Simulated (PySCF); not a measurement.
# Electron correlation in O (oxygen, neutral)

[He] 2s2 2p4, high-spin 3P determinant. All numbers are calculated (PySCF 2.14, scalar relativity by spin-free X2C-1e, in cc-pVDZ-DK). Frozen: 1s2; 6 electrons correlated.

MP2 pair energies summed by pair of shells (mhartree):

| pair | energy | share (%) |
| --- | --- | --- |
| 2p-2p | -49.29 | 48.3 |
| 2s-2p | -44.91 | 44.0 |
| 2s-2s | -7.83 | 7.7 |

Total MP2 correlation energy: -102.03 mhartree.

Same-spin part -26.07 and opposite-spin part -75.96 mhartree; SCS-MP2 scales them by 1/3 and 6/5 to -99.84 mhartree.

```tsv
level	correlation energy (mhartree)
CCSD	-117.10
(T)	-0.75
CCSD(T)	-117.85
```

Diagnostics: T1 = 0.0033, D1 = 0.0071, largest double amplitude 0.054.

Cost of the coupled-cluster step: 0.07 s of wall time on 1 thread of Neoverse-V2 (shared host), for 6 correlated electrons.
